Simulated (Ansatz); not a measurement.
Two members of one family (Oligo(furan)), computed with Ansatz in the gas phase. The two geometries come from different levels. Binding counts from free atoms in the multiplicity of their measured ground term, without zero-point energy. Sets without diffuse functions give affinities that are too small. A dash marks a value that wasn't run or was left out as unsound. The structures are stationary points that may keep the symmetry of their start.

First: c1coc(-c2ccc(-c3ccc(-c4ccc(-c5ccc(-c6ccc(-c7ccc(-c8ccc(-c9ccco9)o8)o7)o6)o5)o4)o3)o2)c1 (singlet, charge 0, PBE-D4/def2-SVP geometry).

```xyz
65

C   -12.992   -3.796    1.091
C   -12.194   -2.738    1.464
O   -10.911   -2.938    1.051
C   -10.875   -4.142    0.402
C    -9.614   -4.582   -0.134
C    -9.240   -5.726   -0.830
C    -7.851   -5.600   -1.096
C    -7.454   -4.385   -0.545
C    -6.186   -3.716   -0.492
C    -4.924   -4.057   -0.971
C    -4.056   -2.992   -0.614
C    -4.837   -2.061    0.063
C    -4.548   -0.796    0.664
C    -5.335    0.129    1.343
C    -4.473    1.197    1.704
C    -3.208    0.866    1.224
C    -1.948    1.547    1.283
C    -1.571    2.767    1.838
C    -0.182    2.914    1.584
C     0.212    1.776    0.889
C     1.470    1.348    0.361
C     1.875    0.216   -0.338
C     3.266    0.373   -0.587
C     3.631    1.591   -0.024
C     4.870    2.301    0.058
C     5.222    3.521    0.624
C     6.613    3.690    0.382
C     7.028    2.564   -0.317
C     8.301    2.161   -0.836
C     8.736    1.042   -1.535
C    10.126    1.233   -1.767
C    10.458    2.456   -1.195
C    11.693    3.188   -1.102
C    12.981    2.918   -1.546
C    13.781    4.034   -1.148
C    12.934    4.902   -0.495
O    11.668    4.398   -0.463
O     9.346    3.020   -0.630
O     5.970    1.716   -0.515
O     2.539    2.185    0.552
O    -0.861    0.945    0.705
O    -3.256   -0.348    0.592
O    -6.130   -2.502    0.137
O    -8.528   -3.769    0.039
C   -12.141   -4.714    0.400
H   -14.065   -3.906    1.290
H   -12.378   -1.804    2.004
H    -9.899   -6.554   -1.113
H    -7.209   -6.309   -1.627
H    -4.666   -4.971   -1.515
H    -2.984   -2.898   -0.818
H    -6.406    0.027    1.546
H    -4.737    2.108    2.251
H    -2.229    3.467    2.364
H     0.470    3.746    1.869
H     1.229   -0.619   -0.629
H     3.936   -0.313   -1.113
H     4.543    4.201    1.149
H     7.251    4.530    0.675
H     8.116    0.194   -1.838
H    10.811    0.559   -2.290
H    13.307    2.026   -2.090
H    14.853    4.179   -1.324
H    13.069    5.876   -0.016
H   -12.419   -5.676   -0.045
```

```tsv
level	HOMO (eV)	LUMO (eV)	gap (eV)	vertical IE (eV)	vertical EA (eV)	vertical triplet (eV)	binding per atom (eV)
PBE-D4/def2-SVP	-4.07	-2.49	1.58	5.31	1.32	1.50	5.76
r2SCAN-D4/def2-SVP	-4.20	-2.53	1.67	–	–	–	5.52
PBE0-D4/def2-SVP	-4.78	-1.95	2.83	5.66	1.15	1.83	5.58
```

Second: C40H22O10 (singlet, charge 0, r2SCAN-D4/def2-SVP geometry).

```xyz
72

C    -1.817   12.387   -3.821
C    -1.342   11.106   -3.730
O    -1.978   10.433   -2.739
C    -2.875   11.289   -2.175
C    -3.675   10.798   -1.092
C    -4.658   11.387   -0.315
C    -5.087   10.398    0.605
C    -4.340    9.264    0.334
C    -4.319    7.959    0.918
C    -5.037    7.384    1.954
C    -4.572    6.051    2.075
C    -3.596    5.892    1.106
C    -2.767    4.795    0.728
C    -1.793    4.640   -0.241
C    -1.322    3.309   -0.124
C    -2.038    2.729    0.909
C    -2.024    1.432    1.498
C    -2.743    0.858    2.532
C    -2.275   -0.474    2.654
C    -1.300   -0.635    1.685
C    -0.473   -1.735    1.312
C     0.503   -1.900    0.346
C     0.967   -3.234    0.469
C     0.247   -3.803    1.504
C     0.258   -5.100    2.095
C    -0.458   -5.677    3.128
C     0.014   -7.008    3.243
C     0.990   -7.165    2.272
C     1.818   -8.267    1.899
C     1.930   -9.562    2.380
C     2.932  -10.192    1.602
C     3.374   -9.246    0.691
C     4.359   -9.285   -0.344
C     5.210  -10.281   -0.793
C     5.962   -9.718   -1.855
C     5.522   -8.414   -1.991
C     5.883   -7.345   -2.871
C     5.438   -6.045   -3.000
C     6.194   -5.478   -4.071
C     7.036   -6.464   -4.512
O     6.854   -7.600   -3.790
O     4.551   -8.151   -1.075
O     2.695   -8.080    0.875
O     1.136   -6.002    1.575
O    -0.630   -2.892    2.019
O    -1.147    0.524    0.981
O    -2.917    3.634    1.429
O    -3.444    7.050    0.405
O    -3.485    9.510   -0.696
C    -2.814   12.515   -2.810
H    -1.492   13.150   -4.526
H    -0.588   10.542   -4.274
H    -5.020   12.410   -0.402
H    -5.850   10.498    1.375
H    -5.806    7.872    2.550
H    -4.900    5.289    2.779
H    -1.472    5.408   -0.943
H    -0.554    2.816   -0.717
H    -3.511    1.355    3.122
H    -2.601   -1.237    3.358
H     0.832   -1.139   -0.360
H     1.733   -3.736   -0.117
H    -1.227   -5.188    3.723
H    -0.316   -7.768    3.948
H     1.356   -9.998    3.195
H     3.292  -11.216    1.693
H     5.279  -11.293   -0.398
H     6.733  -10.196   -2.455
H     4.668   -5.573   -2.395
H     6.122   -4.466   -4.465
H     7.791   -6.515   -5.293
H    -3.414   13.392   -2.577
```

Task: Estimate how these quantities change from the first to the second (second minus first).

Result: 
```
             level  Δ HOMO (eV)  Δ LUMO (eV)  Δ gap (eV)  Δ vertical IE (eV)  Δ vertical EA (eV)  Δ vertical triplet (eV)  Δ binding per atom (eV)
   PBE-D4/def2-SVP         0.01         0.02        0.01               -0.07                0.03                     0.02                     0.01
r2SCAN-D4/def2-SVP         0.01         0.02        0.00                   –                   –                        –                     0.01
  PBE0-D4/def2-SVP         0.01         0.02        0.01               -0.04                0.01                     0.06                     0.01
```
